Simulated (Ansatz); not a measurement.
The same ligand exchange along the group B, Al, Ga, In.

Program: Ansatz. Geometries: PBE0-D4/def2-TZVP. ΔE: electronic, gas phase. CCSD(T)/CBS is the MP2 limit (def2-TZVPP, def2-QZVPP) plus CCSD(T) − MP2 in def2-TZVPP, frozen cores. This one scheme is used for every species. DFT in def2-TZVPP. def2 core potentials past Kr. For Ga, In outer-core shells are correlated without core-valence functions, which leaves a few kJ/mol of doubt a bond. Scalar relativity is left out up to krypton. Each species was taken in one conformer, which may not be the lowest.

```csv
reaction,ωB97X-V (kJ/mol),r2SCAN-D4 (kJ/mol),MP2/CBS(def2) (kJ/mol),B2PLYP (kJ/mol)
`[SiH3]OB(Cl)Cl` + `O[Si](O)(F)O[SiH3]` → `O[Si](F)(O[SiH3])O[SiH3]` + `OB(Cl)Cl`,-16,-16,-14,-16
`[SiH3][O][Al]([Cl])[Cl]` + `O[Si](O)(F)O[SiH3]` → `O[Si](F)(O[SiH3])O[SiH3]` + `[OH][Al]([Cl])[Cl]`,4,4,4,5
`[SiH3][O][Ga]([Cl])[Cl]` + `O[Si](O)(F)O[SiH3]` → `O[Si](F)(O[SiH3])O[SiH3]` + `[OH][Ga]([Cl])[Cl]`,-6,-7,-6,-6
`[SiH3][O][In]([Cl])[Cl]` + `O[Si](O)(F)O[SiH3]` → `O[Si](F)(O[SiH3])O[SiH3]` + `[OH][In]([Cl])[Cl]`,-6,-7,-3,-6
```

Task: Give the CCSD(T)/CBS values in the same order. (Best estimate.)

Result: Ansatz gave: -15, 4, -6, -4 kJ/mol.

Largest T1 diagnostic: 0.014, for `[OH][In]([Cl])[Cl]`.
